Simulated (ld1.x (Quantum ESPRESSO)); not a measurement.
**chlorine, TM: configuration errors across variants**

| Property | Result |
| --- | --- |
| Element | Cl (Z = 17) |
| Generator | ld1.x (Quantum ESPRESSO) 7.5 |
| Type | norm-conserving Troullier–Martins (Kleinman–Bylander form) |
| Functional | BP86 |
| Relativity | fully relativistic |
| Frozen core | [Ne] |
| Valence charge | 7 |
| Reference configuration | 3s2 3p5 |
| Partial waves | 3s (bound): rc 1.30 bohr; 3p (bound): rc 1.15 bohr; 3d channel at -0.1 Ry: rc 1.35 bohr |
| Local potential | the d channel |
| Core correction | Bessel-smoothed model core inside 1.15 bohr |

Open shells are filled in proportion to 2j + 1 (rel_dist='average').

All-electron excitation energies from the reference (eV): (1) 3s2 3p4 13.964; (2) 3s2 3p3 39.496; (3) 3s2 3p2 77.897; (4) 3s1 3p6 12.155; (5) 3s2 3p5.3 -2.166; (6) 3s2 3p4.5 5.628; (7) 3s1 3p5 26.675.

4 further variants failed, have other tests or another functional or relativity, and are left out.

A true bound ghost makes a file unfit for plane-wave use even where its test errors are small: the radial tests pick states by their node count and pass the ghost by.

Errors AE − PS in meV (a dash: test not solved or not reliable):

```tsv
change	(1)	(2)	(3)	(4)	(5)	(6)	(7)	bound ghosts
base	+6.7	+40	+130	+1.4	+0.2	+1.4	+12	none
wave 3d channel at -0.1 Ry: rc 1.35 bohr becomes 3d channel at 3.63 Ry: rc 1.35 bohr	+6.6	+41	+132	+1.4	+0.2	+1.3	+12	none
wave 3s (bound): rc 1.30 bohr becomes 3s (bound): rc 1.00 bohr	+7.6	+47	+158	+0.9	+0.3	+1.5	+12	none
wave 3p (bound): rc 1.15 bohr becomes 3p (bound): rc 1.42 bohr	+6.2	+40	+131	+0.1	+0.3	+1.2	+9.3	none
core correction Bessel-smoothed model core inside 0.76 bohr	+6.7	+41	+130	+1.4	+0.2	+1.4	+12	none
wave 3d channel at -0.1 Ry: rc 1.35 bohr becomes 3d channel at -0.1 Ry: rc 0.96 bohr	+4.1	+20	+49	+1.2	+0.2	+0.9	+10	s
wave 3p (bound): rc 1.15 bohr becomes 3p (bound): rc 1.30 bohr	+6.3	+40	+131	+0.4	+0.3	+1.2	+9.9	none
```

Q: Give the same row for: all radii but the core radius scaled by about 0.77 (s 1.00, p 0.90, d 1.04 bohr).

A: -6.1, -39, -125, +0.9, -0.5, -1.0, +5.1; bound ghosts: s.
